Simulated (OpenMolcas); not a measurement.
Worked example: vertical energy of the triplet above the singlet of CH6BSb (SMILES C[BH][SbH2])

The species is CH6BSb (9 atoms), meant as a singlet with charge 0. As SMILES, `C[BH][SbH2]`. Geometry: relaxed at PBE0-D4/def2-TZVP. This is one conformer, not always the lowest.

Both states at this one shape; open shells run unrestricted unless said. 1 Eh = 27.2114 eV.

```tsv
level	program	singlet CH6BSb (Eh)	triplet CH6BSb (Eh)
HF/def2-SVPD (core potential)	OpenMolcas	-305.222726	-305.106547
revPBE/def2-SVPD (core potential)	OpenMolcas	-306.760058	-306.646989
```

Task: Work out the vertical gap, second state less first, at each level.

Result: 
1. HF/def2-SVPD (core potential): -305.106547 − (-305.222726) = 0.116179 Eh = 3.16 eV.
2. revPBE/def2-SVPD (core potential): -306.646989 − (-306.760058) = 0.113069 Eh = 3.08 eV.

No measured value is set beside it here; the levels span 3.08 to 3.16 eV. Spin-orbit coupling, which splits open shells on such heavy atoms by tenths of an eV, is left out.
